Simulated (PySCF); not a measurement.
## Finite-field polarisability of Ir (iridium, neutral)

[Xe] 4f14 5d7 6s2, high-spin 4F determinant. Calculation: PySCF 2.14, in ANO-RCC-VTZP (8s7p5d3f1g, 84 functions); scalar relativity by spin-free X2C-1e. Frozen: [Xe] 4f14. Energy changes in a uniform field (μhartree):

```json
{"axis": "x", "F (au)": "0.002", "HF": "-104.104", "MP2": "-74.150", "CCSD": "-86.079", "CCSD(T)": "-84.780"}
{"axis": "x", "F (au)": "0.004", "HF": "-416.439", "MP2": "-296.686", "CCSD": "-344.343", "CCSD(T)": "-339.145"}
{"axis": "y", "F (au)": "0.002", "HF": "-104.104", "MP2": "-74.150", "CCSD": "-86.079", "CCSD(T)": "-84.780"}
{"axis": "y", "F (au)": "0.004", "HF": "-416.439", "MP2": "-296.686", "CCSD": "-344.343", "CCSD(T)": "-339.145"}
{"axis": "z", "F (au)": "0.002", "HF": "-104.096", "MP2": "-74.166", "CCSD": "-86.080", "CCSD(T)": "-84.782"}
{"axis": "z", "F (au)": "0.004", "HF": "-416.311", "MP2": "-296.944", "CCSD": "-344.326", "CCSD(T)": "-339.133"}
```

Question: Derive α along x at CCSD(T) from the two fields.

Answer: With ΔE = −αF²/2 − γF⁴/24, α = −(16 ΔE(F) − ΔE(2F))/(6F²) = 42.39 bohr³.

Question: And the mean polarisability at each level?

Answer: HF 52.05, MP2 37.07, CCSD 43.04, CCSD(T) 42.39 bohr³. Reference: 54 ± 7 bohr³ (recommended; Schwerdtfeger and Nagle, table of static dipole polarizabilities (2023 update)).

CCSD(T) lies more than 5 % below the reference, which points to too few diffuse and polarisation functions.

Spin-orbit coupling, absent here, splits the open shell strongly.

The basis has no added diffuse functions, which lowers α.
